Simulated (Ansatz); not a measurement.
Species: H$_{5}$BOSi, SMILES `B[SiH2]O` (charge 0, multiplicity 1), formula H5BOSi.

**Question.** How many basis functions does Ansatz (a first-principles code) with frozen-core CCSD(T)/def2-TZVPP // PBE0-D4/def2-TZVP use, how many core orbitals are frozen, and how many electrons are correlated?

**Answer.** 174 basis functions and 7 frozen orbitals, which leaves 18 correlated electrons. Core time is of the order of seconds.
